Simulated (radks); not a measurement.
Results of a calculation; reference values are marked as such.
The thulium ion Tm44+, configuration [Ar] 3d7.

Code: a radial shooting solver on a logarithmic mesh with Libxc functionals. Model: scalar-relativistic Kohn-Sham, SCAN, spin-polarised, spherical densities, finite nucleus; open shells are filled with parallel spins first (spin-orbit coupling, left out, can overturn this in heavy ions); meta-GGA in the generalised Kohn-Sham scheme; Fermi nuclear charge, rms radius 5.2256 fm.

Energy parts (hartree):
part                       energy
total                 -12103.3413
kinetic                13263.6316
electron-nucleus      -27290.1424
Hartree                 2123.9195
exchange-correlation    -200.7500

Orbitals (lengths in bohr, moments of r in powers of bohr; r(max) is where P^2 peaks):
orbital  occ.  eigenvalue (hartree)       <r^4>   r(max)
1s up       1             -2268.755   8.082e-07  0.01261
1s down     1             -2268.735   8.081e-07  0.01261
2s up       1             -454.5682   0.0001224  0.07171
2s down     1             -454.0550   0.0001220  0.07168
2p up       3             -411.5457  0.00009315  0.05843
2p down     3             -411.1199  0.00009280  0.05839
3s up       1             -161.5780    0.003947   0.1989
3s down     1             -160.9081    0.003978   0.1991
3p up       3             -148.4053    0.004009   0.1949
3p down     3             -147.7236    0.004046   0.1952
3d up       5             -133.4489    0.002875   0.1573
3d down     2             -132.6218    0.002912   0.1574

The highest occupied level is 3d down at -3608.8 eV. The density falls to 0.001 e/bohr^3 at r = 0.68 bohr. Spin moment in Bohr magnetons: 3. Summed over all electrons, <r^2> = 0.7594 bohr^2, which gives a Langevin (diamagnetic) susceptibility term of -0.601 x 10^-6 cm^3/mol. For comparison, the ionisation energy in NIST's Atomic Spectra Database is 3653 eV (theoretical). In exact Kohn-Sham theory the highest level is minus the ionisation energy, but local and semilocal functionals leave it too shallow, through self-interaction and a potential that decays too fast; potentials with the right tail come closer. The electron density at the nucleus is 9.982e+05 e/bohr^3 (large components only).

Empty levels of this run are not shown, since the potential may be unsettled where no density lies.
